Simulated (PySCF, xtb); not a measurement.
C2H5AlF2, SMILES [CH2]([Al]([F])[F])C.

xtb 6.7.1 with GFN2-xTB at its own geometry gives an orbital gap of 4.22 eV and a dipole moment of 3.42 D.

Coordinates come from a B3LYP-D3(BJ)/def2-SVP optimisation. The structure was generated by enumeration; whether it is a known compound was not checked. The values are those of a single conformer.

Q: What does PySCF with PBE/def2-TZVP give? (The exact figures need the calculation; the answer reports its results.)

A: gap 5.81 eV (levels -7.23 and -1.42 eV), dipole 2.41 D.
